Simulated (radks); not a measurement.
Results of a calculation; reference values are marked as such.
Excited configurations of Ni III: one electron is placed in a higher orbital outside [Ar] 3d7. The ground configuration is [Ar] 3d8. Level of theory: scalar-relativistic Kohn-Sham, LDA (Slater exchange, Perdew-Wang correlation), spin-polarised, spherical densities, finite nucleus; open shells are filled with parallel spins first; Fermi nuclear charge, rms radius 3.7757 fm (a radial shooting solver on a logarithmic mesh with Libxc functionals). Excitation = E - E(ground); binding = E(ion) - E, where the ion is the core of charge +3; n* = 3/sqrt(2 binding) in atomic units, and the quantum defect is n - n*.

outer orbital,excitation (eV),binding (eV),n*,quantum defect,<r> (bohr)
4p,14.134,22.199,2.349,1.651,2.606
5s,23.109,13.224,3.043,1.957,4.780
5p,25.408,10.925,3.348,1.652,5.486
5d,28.755,7.578,4.020,0.980,7.323
6p,29.772,6.562,4.320,1.680,9.296
6f,32.671,3.662,5.782,0.218,15.17

The Delta-SCF ionisation energy is 36.334 eV (NIST Atomic Spectra Database: 35.19 eV, measured). Self-interaction in the functional shifts the binding energies and quantum defects, so they are the method's values and not measured ones. Open shells are spherical and high-spin; term and fine-structure splittings are not resolved.
